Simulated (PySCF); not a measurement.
# Correlation energy of F (fluorine, neutral)

[He] 2s2 2p5, 2P determinant. All numbers are calculated (PySCF 2.14, the spin-free X2C one-electron Hamiltonian (Gaussian nucleus), in x2c-QZVPPall with one added diffuse shell each of s, p, d, f type (8s5p4d3f1g, 73 functions)). Frozen: nothing; 9 electrons correlated.

```csv
level,correlation energy (mhartree)
CCSD,-257.15
(T),-4.97
CCSD(T),-262.12
```

Diagnostics: T1 = 0.0062, D1 = 0.0118, largest double amplitude 0.022.

Cost of the coupled-cluster step: about 29 core-seconds, for 9 correlated electrons.

This basis was not built for core-valence correlation, so the inner-shell part is incomplete.
